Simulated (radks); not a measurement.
Question: The arsenic ion As4+, [Ar] 3d10 4s1. Calculated with a radial shooting solver on a logarithmic mesh with Libxc functionals: non-relativistic Kohn-Sham, exchange-only B88, spin-polarised, spherical densities, point nucleus. Every spin shell is full or empty, so the densities are truly spherical. Functionals are evaluated on that one density, not self-consistently. Rank these exchange functionals by their error against the exact value of the orbitals, and give that value: LDA, PBE, PW91, PW86, AM05, G96, APBE, TPSS, SCAN, MVS.

Answer: Exact: -80.1703 hartree. From best to worst, with 100 (|E| - |E exact|)/|E exact| (equal figures are ties): TPSS +0.03, MVS +0.08, PW91 +0.10, PW86 +0.17, SCAN +0.29, PBE -0.33, G96 +0.41, APBE +0.53, AM05 -5.18, LDA -5.70.
